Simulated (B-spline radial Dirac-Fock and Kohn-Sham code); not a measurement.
# Auger parameter of antimony: the M5 level and its strongest M5-NN line

Level of theory: relaxed Dirac-Fock hole states (ΔSCF) with Breit and QED corrections and a finite nucleus; a radial atomic solver. The modified Auger parameter α′ is the binding energy plus the kinetic energy of the Auger electron; it does not depend on the energy zero. For free ions it tends to fall with charge, since less charge screens the final holes.

```tsv
species	configuration	binding 3d5/2 (eV)	Auger line	kinetic (eV)	α′ (eV)
Sb	[Kr] 4d10 5s2 5p3	536.5	N5N5 J=4	443.3	979.8
Sb⁺	[Kr] 4d10 5s2 5p2	546.0	N5N5 J=4	432.8	978.8
Sb⁺ (Watson 2.2 Å)	[Kr] 4d10 5s2 5p2	539.6	N5N5 J=4	439.4	978.9
Sb²⁺	[Kr] 4d10 5s2 5p1	556.7	N5N5 J=4	421.5	978.2
Sb²⁺ (Watson 3 Å)	[Kr] 4d10 5s2 5p1	547.1	N5N5 J=4	431.1	978.2
Sb³⁺	[Kr] 4d10 5s2	568.4	N5N5 J=4	409.5	978.0
Sb³⁺	[Kr] 4d10 5s1 5p1	569.7	N5N5 J=4	408.5	978.2
Sb³⁺ (Watson 1.6 Å)	[Kr] 4d10 5s2	541.8	N5N5 J=4	436.4	978.2
Sb⁴⁺	[Kr] 4d10 5s1	582.3	N5N5 J=4	395.9	978.3
Sb⁴⁺ (Watson 2.2 Å)	[Kr] 4d10 5s1	556.2	N5N5 J=4	422.1	978.3
Sb⁴⁺ (Watson 2.7 Å)	[Kr] 4d10 5s1	561.0	N5N5 J=4	417.3	978.3
Sb⁵⁺	[Kr] 4d10	597.1	N5N5 J=4	381.8	978.9
Sb⁵⁺ (Watson 1.8 Å)	[Kr] 4d10	557.1	N5N5 J=4	421.8	978.9
Sb⁵⁺ (Watson 2 Å)	[Kr] 4d10	561.1	N5N5 J=4	417.8	978.9
```

Values without a named source are computed, but for edge energies of neutral atoms, which are taken from tables.
